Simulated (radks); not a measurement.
The numbers below are computed, except where a source is named.
All-electron atom: Te3+ in [Kr] 4d10 5s2 5p1. Code: a radial shooting solver on a logarithmic mesh with Libxc functionals. Model: scalar-relativistic Kohn-Sham, r2SCAN, spin-polarised, spherical densities, finite nucleus; open shells are filled with parallel spins first (spin-orbit coupling, left out, can overturn this in heavy ions); meta-GGA in the generalised Kohn-Sham scheme; Fermi nuclear charge, rms radius 4.7423 fm. Some entries of the table are withheld. Estimate them.

orbital  occ.  eigenvalue (Ry)  <r^2> (bohr^2)  <r> (bohr)
1s up       1        -2331.092        0.001049     0.02782
1s down     1        -2331.088        0.001048     0.02782
2s up       1        -360.6326         0.01693      0.1198
2s down     1        -360.6322         0.01693      0.1198
2p up       3        -323.7488         0.01340      0.1048
2p down     3        -323.7461         0.01340      0.1048
3s up       1        -74.08540          0.1181      0.3214
3s down     1        -74.08318          0.1181      0.3214
3p up       3        -62.01380          0.1186      0.3198
3p down     3        -62.01074          0.1186      0.3197
3d up       5        -43.79288          0.1043      0.2968
3d down     5        -43.78972          0.1043      0.2967
4s up       1        -14.66394          0.6619      0.7656
4s down     1        -14.65644          0.6622      0.7658
4p up       3        -10.90362             (1)      0.8211
4p down     3        -10.89700             (2)      0.8211
4d up       5         -5.39950           1.093         (3)
4d down     5         -5.38788           1.083         (4)
5s up       1         -3.21080           4.199       1.937
5s down     1         -3.10311           4.127       1.919
5p up       1              (5)           5.522       2.220
5p down     0              (6)           5.330       2.183

Answer. 
(1) 4p up <r^2> (bohr^2): 0.7683
(2) 4p down <r^2> (bohr^2): 0.7680
(3) 4d up <r> (bohr): 0.9655
(4) 4d down <r> (bohr): 0.9622
(5) 5p up eigenvalue (Ry): -2.36943
(6) 5p down eigenvalue (Ry): -2.24227
